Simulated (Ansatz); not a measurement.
LiCu₄⁻, relaxed as a singlet with RKS PBE-D4/def2-SVPD in Ansatz, starting from the GFN2-xTB geometry. Force threshold 0.02 eV/Å.

The highest occupied level of the charge -1 singlet lies above zero (up to 0.16 eV). The electron is either unbound and held by the finite basis, or the level is raised by self-interaction error. The relaxation made no stability test and no search for a lower SCF solution. No other spin state of charge -1 was run. The structure comes from a short search, and lower isomers may exist.

Start:

```xyz
5

Li    0.784    0.974   -0.510
Cu   -1.402    1.841   -0.191
Cu    1.642   -1.137   -1.189
Cu   -1.314   -0.057    1.207
Cu    0.290   -1.622    0.683
```

```json
{"step": "1", "energy (eV)": "-178718.2064", "largest force component (eV/Å)": "0.287", "SCF passes": "24"}
{"step": "2", "energy (eV)": "-178718.3382", "largest force component (eV/Å)": "0.359", "SCF passes": "31"}
{"step": "3", "energy (eV)": "-178718.3910", "largest force component (eV/Å)": "0.069", "SCF passes": "30"}
{"step": "4", "energy (eV)": "-178718.3971", "largest force component (eV/Å)": "0.032", "SCF passes": "24"}
{"step": "5", "energy (eV)": "-178718.4021", "largest force component (eV/Å)": "0.022", "SCF passes": "29"}
{"step": "6", "energy (eV)": "-178718.4022", "largest force component (eV/Å)": "0.005", "SCF passes": "24"}
```

Force components are those of the run's own axes.

End:

```xyz
5

Li    0.504    0.677   -0.480
Cu   -1.480    2.041   -0.077
Cu    1.864   -1.229   -1.172
Cu   -1.248    0.042    1.128
Cu    0.359   -1.530    0.601
```

By distances, no bond broke or formed. The bond that changes most is Li1–Cu4, from 2.90 to 2.46 Å (atoms count from 1). The end is the same structure that another start reached.

No frequencies were taken in this run, so the end may be a saddle point.

Run time 14 s (4 threads of Arm Neoverse V2 on a shared host).
